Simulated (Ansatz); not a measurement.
`C[O][Sn]([OH])([Cl])[Cl]` + H₂O → `[OH][Sn]([OH])([Cl])[Cl]` + CH₃OH  (formal hydrolysis of the Sn–O bond)

Gas-phase electronic energies from Ansatz, PBE0-D4/def2-TZVP geometries. CCSD(T)/CBS adds triple-zeta CCSD(T) − MP2 to the extrapolated MP2 energy (def2 sets, frozen cores). This one scheme is used for every species. DFT in def2-TZVPP. B3LYP here is the variant with VWN-RPA as its local correlation; programs differ in this. def2 core potentials past Kr. For Sn outer-core shells are correlated without core-valence functions, which leaves a few kJ/mol of doubt a bond. Each species was taken in one conformer, which may not be the lowest.

`C[O][Sn]([OH])([Cl])[Cl]`:

Cartesian coordinates in Å:
```
C 1.685 -0.477 -0.123
O 0.316 -0.820 -0.008
Sn -1.062 0.537 0.063
O -2.733 -0.415 0.242
Cl -0.729 1.946 1.847
Cl -1.061 1.814 -1.846
H 2.253 -1.409 -0.137
H 2.029 0.124 0.726
H 1.894 0.068 -1.050
H -2.591 -1.367 0.285
```

H₂O:

Z-matrix (Å, degrees):
```
O
H 1 0.960
H 1 0.960 2 105.1
```

`[OH][Sn]([OH])([Cl])[Cl]`:

Cartesian coordinates in Å:
```
O -0.546 -0.450 -1.471
Sn -0.077 0.274 0.265
O 1.777 -0.178 0.559
Cl -0.277 2.552 0.356
Cl -1.459 -0.636 1.864
H -1.479 -0.663 -1.560
H 2.061 -0.899 -0.013
```

CH₃OH:

```xyz
6

C     0.355    0.028   -0.008
O    -0.948    0.199    0.501
H     1.039    0.498    0.699
H     0.489    0.511   -0.984
H     0.633   -1.030   -0.099
H    -1.568   -0.206   -0.108
```

```
             level  ΔE (kJ/mol)  difference from CCSD(T)/CBS
            r2SCAN         -1.9                         -6.7
              PBE0         -4.5                         -9.3
             B3LYP         -5.1                         -9.9
    MP2/def2-TZVPP          3.8                         -1.0
SCS-MP2/def2-TZVPP          1.5                         -3.3
   CCSD/def2-TZVPP          0.8                         -4.0
CCSD(T)/def2-TZVPP          2.4                         -2.4
    MP2/def2-QZVPP          5.4                          0.6
      HF/CBS(def2)         -5.8                        -10.6
     MP2/CBS(def2)          6.2                          1.4
       CCSD(T)/CBS          4.8                            0
```

Largest T1 diagnostic among the species: 0.013.

In def2-TZVPP, CCSD(T) changes the Hartree–Fock value by +8.8 kJ/mol (the triples alone add +1.6 kJ/mol) and MP2 by +10.2 kJ/mol. The D4 term adds +6.2 kJ/mol with B3LYP and +3.8 kJ/mol with PBE0; it sums over pairs of atoms, weighted by their polarisabilities, and B3LYP, whose exchange is more repulsive, gets the larger term.
